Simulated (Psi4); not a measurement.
Internal rotation in SMILES COc1ccc(C(=O)O)s1. Scanned: dihedral S10–C6–C7–O8; all other coordinates were relaxed at GFN2-xTB. Points at φ and −φ are mirror images.

Geometry of the scan point at 105° (Å):
```
16

C      2.8696     1.1720    -0.0782
O      2.4025    -0.0848     0.3551
C      1.0796    -0.2921     0.3081
C      0.4469    -1.4429     0.6791
C     -0.9488    -1.3721     0.4998
C     -1.3772    -0.1651     0.0383
C     -2.7402     0.2320    -0.3704
O     -3.3264    -0.2058    -1.3236
O     -3.2370     1.2028     0.4070
S     -0.0474     0.9118    -0.2524
H      3.9512     1.1495     0.0366
H      2.4472     1.9786     0.5298
H      2.6107     1.3467    -1.1275
H      0.9689    -2.3017     1.0556
H     -1.6189    -2.1814     0.7263
H     -4.1138     1.4757     0.0920
```

Calculation: PBE-D3(BJ)/def2-SVP // GFN2-xTB (Psi4).

Scanned values (°): -165, -150, -135, -120, -105, -90, -75, -60, -45, -30, -15, 0, 15, 30, 45, 60, 75, 90, 105, 120, 135, 150, 165, 180.

Question: At which scan points does the profile have its minima and maxima, and how high do they lie?

Answer: Lower than their neighbours: 0° (0.1 mEh), 180° (0.0 mEh). Higher than their neighbours: -90° (19.2 mEh), 90° (19.2 mEh). The whole profile spans 19.2 mEh.
